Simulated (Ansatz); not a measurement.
One change: `NC(O)(F)O[SiH3]` becomes `NC(O)(F)F`.

Ansatz, PBE0-D4/def2-TZVP geometries, multiplicity 1. Each molecule was computed in one conformer, which needn't be the lowest.

```
                                        property  `NC(O)(F)O[SiH3]`
              HOMO energy (PBE0/def2-TZVPP) / eV              -8.21
           HOMO–LUMO gap (B3LYP/def2-TZVPP) / eV               8.03
size of the dipole moment (B3LYP/def2-TZVPP) / D               1.55
  size of the dipole moment (PBE/def2-TZVPP) / D               1.54
           LUMO energy (ωB97M-V/def2-TZVPP) / eV               1.89
               LUMO energy (PBE/def2-TZVPP) / eV              -0.53
```

What does the change do to each property? (An estimate is asked.)

The calculation gave: 
```tsv
property	`NC(O)(F)F`	shift
HOMO energy (PBE0/def2-TZVPP) / eV	-8.51	-0.30
HOMO–LUMO gap (B3LYP/def2-TZVPP) / eV	8.76	0.73
size of the dipole moment (B3LYP/def2-TZVPP) / D	1.93	0.38
size of the dipole moment (PBE/def2-TZVPP) / D	1.86	0.32
LUMO energy (ωB97M-V/def2-TZVPP) / eV	2.30	0.41
LUMO energy (PBE/def2-TZVPP) / eV	0.07	0.60
```

With PBE0 the HOMO falls by 0.30 eV and the LUMO rises by 0.59 eV, so the gap widens by about 0.89 eV. PBE moves the HOMO by -0.25 eV and ωB97M-V by -0.32 eV. Dipoles are sizes alone; their direction can turn.

B3LYP here is the variant with VWN-RPA as its local correlation; programs differ in this.
